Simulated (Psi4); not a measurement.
Here is a job for Psi4.
```
memory 2 GB

molecule {
0 1
  C    -0.00105308    0.00248000    0.66437482
  C     0.00105308   -0.00248000   -0.66437482
  F     0.00273819    1.10118120    1.39657234
  F    -0.00717847   -1.09072435    1.40473865
  F     0.00717847    1.09072435   -1.40473865
  F    -0.00273819   -1.10118120   -1.39657234
}

set basis sto-3g

energy('scf')
print_variables()
```

**Question.** What does this run give for the total energy, dipole moment, number of basis functions, nuclear repulsion energy?

**Answer.** 
```json
{
 "total_energy": "-466.9017 Eh",
 "dipole_moment": "0.00 D",
 "number_of_basis_functions": "30",
 "nuclear_repulsion_energy": "243.6129 Eh"
}
```
